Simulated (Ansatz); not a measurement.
Relaxed structures of BSiH3ClF, singlet (PBE0-D4/def2-TZVP; forces vanish, vibrations not checked; lower isomers may exist, and structures with a doubtful reference or unclear bonds are left out; Å). Computed with Ansatz 0.2.0 (basis: def2-TZVPP); correlated methods freeze the cores.

(1) Rank them by CCSD(T) energy, lowest first, and give each one's height above the lowest. Links in brackets join atoms within 1.22 times the sum of their covalent radii (1.1 for two metals). (An estimate is asked for; the value comes from the calculation.)
A.
BSiH₃ClF ([F][SiH2][B][ClH])
```
7
angstrom
F -0.0696 2.0516 -0.1949
Si -0.4543 0.5550 0.2201
B 0.9240 -0.7593 -0.3847
Cl 0.6391 -2.4314 -0.0190
H -1.7718 0.2426 -0.4019
H -0.5769 0.5182 1.7046
H -0.5212 -2.9549 0.6895
```
B.
BSiH₃ClF ([F][BH][SiH2][Cl])
```
7
angstrom
F 1.8301 -0.7416 -0.8132
Si -0.7671 -0.0200 0.3492
B 1.0608 0.2769 -0.4914
Cl -1.1751 -2.0220 0.6057
H -1.8268 0.5662 -0.5138
H -0.8324 0.6443 1.6780
H 1.4914 1.3774 -0.7187
```
C.
BSiH₃ClF ([F][SiH2][BH][Cl])
```
7
angstrom
F 0.1074 2.1180 -0.1316
Si -0.4883 0.6644 0.1981
B 0.7878 -0.8017 -0.3291
Cl 0.2578 -2.4336 -0.0376
H -1.7707 0.5180 -0.5406
H -0.7611 0.6031 1.6589
H 1.8672 -0.6682 -0.8182
```

T1 diagnostic: at most 0.023. The restricted Hartree–Fock reference is unstable towards an unrestricted one at one or more of these structures.

Results:

(1) The calculation gives: B (0.0 kJ/mol), C (5.4 kJ/mol), A (451.2 kJ/mol). Heights count from the lowest.

For scale, one of the runs: CCSD(T)/def2-TZVPP, 188 basis functions, launched by `ansatz run in.yaml --threads 2 --pin off --events-out ev --progress --plain --max-ram 4352MiB`. Hardware: 2 CPU threads of an Arm Neoverse V2, shared host. Wall time 51 s; peak host memory 1.9 GiB.
